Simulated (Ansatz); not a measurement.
Cost and result for the atomization energy of `[F][Sn]([F])([SH])[SH]` (7 atoms, 6 bonds).

Charge 0, multiplicity 1. Correlated methods include outer-core shells of Sn, which these sets cover unevenly. Sn takes the def2 core potential. Geometry: relaxed with PBE0-D4/def2-TZVP. It is one conformer, not always the lowest. Program: Ansatz. All runs use 4 threads of a server CPU on a shared host. Times are those of one run each, without the atoms' runs, and a repeat can differ threefold. Electronic energies, without spin–orbit coupling; frozen cores. CCSD(T)/CBS adds CCSD(T) − MP2 in def2-TZVPP to the MP2 limit, and its time is that of the two runs behind it. T1 = 0.014. With those shells the extrapolation isn't a true limit. B3LYP takes the VWN-RPA correlation (the form of Gaussian; ORCA's B3LYP/G). HSE06 is the plane-wave form, built on full-range PBE exchange.

CCSD(T)/CBS is a level of theory with its own doubt, some kJ/mol a heavy atom from the limit and from the frozen cores, so smaller differences don't rank the functionals.

```json
{"level": "BLYP-D4/def2-TZVPP", "functions": "224", "wall time": "2 s", "atomization (kJ/mol)": "2124.2", "difference from CCSD(T)/CBS": "-37.8", "per bond": "-6.3"}
{"level": "PBE-D4/def2-TZVPP (with forces)", "functions": "224", "wall time": "2.4 s", "atomization (kJ/mol)": "2184.5", "difference from CCSD(T)/CBS": "22.5", "per bond": "3.7"}
{"level": "HSE06-D4/def2-TZVPP", "functions": "224", "wall time": "3.6 s", "atomization (kJ/mol)": "2106.3", "difference from CCSD(T)/CBS": "-55.7", "per bond": "-9.3"}
{"level": "r2SCAN-D4/def2-TZVPP (with forces)", "functions": "224", "wall time": "4.1 s", "atomization (kJ/mol)": "2145.0", "difference from CCSD(T)/CBS": "-17.0", "per bond": "-2.8"}
{"level": "B3LYP-D4/def2-TZVPP (with forces)", "functions": "224", "wall time": "4.7 s", "atomization (kJ/mol)": "2099.4", "difference from CCSD(T)/CBS": "-62.6", "per bond": "-10.4"}
{"level": "B2PLYP/def2-TZVPP", "functions": "224", "wall time": "5.5 s", "atomization (kJ/mol)": "2080.9", "difference from CCSD(T)/CBS": "-81.1", "per bond": "-13.5"}
{"level": "CCSD(T)/def2-SVP", "functions": "100", "wall time": "5.5 s", "atomization (kJ/mol)": "1906.6", "difference from CCSD(T)/CBS": "-255.4", "per bond": "-42.6"}
{"level": "B97M-V/def2-TZVPP", "functions": "224", "wall time": "7.5 s", "atomization (kJ/mol)": "2179.6", "difference from CCSD(T)/CBS": "17.6", "per bond": "2.9"}
{"level": "ωB97X-V/def2-TZVPP", "functions": "224", "wall time": "7.5 s", "atomization (kJ/mol)": "2156.6", "difference from CCSD(T)/CBS": "-5.4", "per bond": "-0.9"}
{"level": "ωB97M-V/def2-TZVPP (with forces)", "functions": "224", "wall time": "11 s", "atomization (kJ/mol)": "2138.8", "difference from CCSD(T)/CBS": "-23.2", "per bond": "-3.9"}
{"level": "MP2/def2-QZVPP", "functions": "396", "wall time": "16 s", "atomization (kJ/mol)": "2184.9", "difference from CCSD(T)/CBS": "22.9", "per bond": "3.8"}
{"level": "CCSD(T)/def2-TZVPP", "functions": "224", "wall time": "110 s", "atomization (kJ/mol)": "2057.9", "difference from CCSD(T)/CBS": "-104.1", "per bond": "-17.3"}
{"level": "CCSD(T)/CBS(def2)", "functions": "–", "wall time": "2.1 min", "atomization (kJ/mol)": "2162.0", "difference from CCSD(T)/CBS": "0.0", "per bond": "0.0"}
```

At CCSD(T), def2-SVP lies −255.4 kJ/mol from the extrapolated value and def2-TZVPP −104.1 kJ/mol: correlation converges slowly with the basis, and small sets miss more of it in the bonded molecule than in its fragments. From r2SCAN to r2SCAN0 (25 % exact exchange), in def2-TZVPP and without D4, the atomization energy moves by −78.8 kJ/mol: exact exchange takes away binding that semilocal exchange gives to molecules. The D4 term adds +33.0 kJ/mol with B3LYP and +17.4 kJ/mol with PBE0; it sums over pairs of atoms, weighted by their polarisabilities, and B3LYP, whose exchange is more repulsive, gets the larger term.

Spin–orbit coupling would lower the free Sn atoms strongly, and the atomization energy with them, by more than many differences here. For some Ge, Se and Sn compounds the MP2-based and the directly extrapolated limit differ by 10 to 25 kJ/mol.
